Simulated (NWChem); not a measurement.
A series in which one site is exchanged, each optimised at PBE0/def2-SVP with NWChem, gas phase unless a solvent is named. For some, no frequency run checked for a minimum. def2 effective core potentials on Sr, Te, Hg; no spin-orbit coupling.

A: [Te](Cl)Cl (TeCl₂; site = Te)
B: [Cl][Hg][Cl] (HgCl2; site = Hg)
C: [Cl][Zn][Cl] (ZnCl2; site = Zn)
D: [Cl][Sr][Cl] (SrCl2; site = Sr)

```json
[
 {"quantity": "dipole (D), PBE0/def2-SVP", "A": "[?]", "B": "0.00", "C": "0.00", "D": "4.36"},
 {"quantity": "orbital gap (eV), PBE0/def2-SVP", "A": "[?]", "B": "6.33", "C": "7.28", "D": "5.59"},
 {"quantity": "static polarisability, CAM-B3LYP/def2-SVPD (bohr³)", "A": "[?]", "B": "60.1", "C": "49.1", "D": "59.2"},
 {"quantity": "lowest singlet excitation, CAM-B3LYP/def2-SVPD, TDA (eV)", "A": "[?]", "B": "5.11", "C": "6.03", "D": "4.91"}
]
```

Question: Some entries are withheld; supply them.

Answer: 
- dipole (D), PBE0/def2-SVP, A: 2.22
- orbital gap (eV), PBE0/def2-SVP, A: 3.82
- static polarisability, CAM-B3LYP/def2-SVPD (bohr³), A: 69.2
- lowest singlet excitation, CAM-B3LYP/def2-SVPD, TDA (eV), A: 2.38
